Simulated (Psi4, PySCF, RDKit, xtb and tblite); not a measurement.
Relaxed torsion scan: C₁₀H₈N₂, SMILES c1cncc(-c2ccncc2)c1. Scanned: dihedral C4–C5–C6–C7; all other coordinates were relaxed at GFN2-xTB. Points at φ and −φ are mirror images. Heavy atoms are numbered in the order of the SMILES c1cncc(-c2ccncc2)c1, hydrogens after them in the order of the atoms that carry them; the mirror image has the same energies with the sign of each dihedral reversed.

Levels: GFN2-xTB (xtb and tblite); UFF // GFN2-xTB (RDKit); RHF/STO-3G = restricted Hartree-Fock/STO-3G // GFN2-xTB run with PySCF 2.14.0; PBE-D3(BJ)/def2-SVP // GFN2-xTB (Psi4).

Energies relative to the lowest point of each profile, in kcal/mol:

```csv
φ / °,GFN2-xTB,UFF,RHF/STO-3G
-150,0.2,0.4,0.0
-135,0.0,0.0,0.1
-120,0.6,0.9,1.0
-105,1.4,2.2,2.0
-90,1.7,2.8,2.4
-45,0.0,0.0,0.1
-30,0.2,0.3,0.0
-15,1.2,2.6,0.8
0,2.0,5.7,1.3
30,0.2,0.3,0.0
75,1.4,2.2,2.0
120,0.6,0.9,1.0
```

Q: What does PBE-D3(BJ)/def2-SVP give at the same points?

A: -150: 0.0; -135: 0.2; -120: 1.1; -105: 2.3; -90: 2.8; -45: 0.2; -30: 0.0; -15: 0.6; 0: 0.9; 30: 0.0; 75: 2.3; 120: 1.1 (kcal/mol).
